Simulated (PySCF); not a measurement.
SMILES CB(C)C#C[SiH3] (C4H9BSi) (GFN2-xTB optimised geometry):

```
15

Si    -1.605    -2.540     0.007
C     -0.695    -0.934     0.002
C     -0.099     0.125     0.000
B      0.640     1.439     0.000
C     -0.179     2.788     0.000
C      2.219     1.439     0.000
H     -2.197    -2.719     1.336
H     -0.661    -3.625    -0.283
H     -2.649    -2.483    -1.021
H      0.373     3.625     0.423
H     -0.407     3.054    -1.034
H     -1.135     2.711     0.513
H      2.564     1.348     1.031
H      2.649     2.356    -0.395
H      2.647     0.597    -0.540
```

Level of theory: B3LYP/def2-TZVP (PySCF).

Q: What are the frontier orbital energies and the dipole moment?

A: HOMO-2 -9.09 eV, HOMO-1 -8.06 eV, HOMO -7.45 eV, LUMO -1.90 eV, LUMO+1 -0.02 eV; dipole moment 0.07 D.

On the same geometry PBE/def2-TZVP (PySCF) gives HOMO-2 -7.90 eV, HOMO-1 -7.15 eV, HOMO -6.49 eV, LUMO -2.63 eV, LUMO+1 -0.75 eV; dipole moment 0.11 D.

Meta-Löwdin charges at B3LYP/def2-TZVP: Si1 0.54, C2 -0.27, C3 -0.08, B4 0.23, C5 -0.45, C6 -0.45, H7 -0.09, H8 -0.10, H9 -0.09, H10 0.12, H11 0.14, H12 0.12, H13 0.14, H14 0.12, H15 0.12.
